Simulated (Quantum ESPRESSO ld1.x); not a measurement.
Species: the mercury ion Hg47+. Configuration: [Ar] 3d10 4s2 4p3. Calculated with ld1.x of Quantum ESPRESSO 7.5: Dirac Kohn-Sham, PBE, spin-unpolarised, spherical densities, point nucleus; open shells are shared between the two j in proportion to 2j + 1.

Normalised radial functions P(r) = r R(r) (large component), r in bohr:

r,4p3/2,4d3/2,4d5/2
0.001038,0.0048,0.0001,0.0000
0.001341,0.0077,0.0002,0.0001
0.001733,0.0123,0.0003,0.0001
0.00222,0.0194,0.0005,0.0002
0.002868,0.0309,0.0010,0.0005
0.003705,0.0487,0.0018,0.0009
0.004748,0.0750,0.0033,0.0019
0.006133,0.1156,0.0062,0.0039
0.007923,0.1751,0.0116,0.0079
0.01015,0.2563,0.0212,0.0155
0.01311,0.3688,0.0394,0.0306
0.01681,0.5053,0.0709,0.0576
0.02171,0.6631,0.1275,0.1078
0.02804,0.8068,0.2224,0.1947
0.03594,0.8760,0.3663,0.3299
0.04642,0.7914,0.5794,0.5355
0.05996,0.4657,0.8473,0.8021
0.07684,-0.0931,1.1037,1.0688
0.09926,-0.7755,1.2385,1.2315
0.1282,-1.2151,1.0579,1.0940
0.1643,-1.0120,0.4464,0.5244
0.2122,-0.0285,-0.5603,-0.4648
0.2742,1.2554,-1.5373,-1.4692
0.3513,1.9455,-1.9214,-1.9093
0.4538,1.6418,-1.5266,-1.5596
0.5862,0.8110,-0.7606,-0.7969
0.7512,0.2329,-0.2303,-0.2475
0.9704,0.0317,-0.0344,-0.0381
1.254,0.0018,-0.0022,-0.0025
1.606,0.0000,-0.0001,-0.0001

4p3/2: eigenvalue -2512.7 eV, 2 radial nodes at r = 0.0741, 0.213 bohr, <r> = 0.371 bohr, 90 % of the charge inside 0.529 bohr. 4d3/2 (empty): eigenvalue -2337.5 eV, 1 radial node at r = 0.185 bohr, <r> = 0.357 bohr, 90 % of the charge inside 0.520 bohr. 4d5/2 (empty): eigenvalue -2305.1 eV, 1 radial node at r = 0.190 bohr, <r> = 0.363 bohr, 90 % of the charge inside 0.527 bohr.
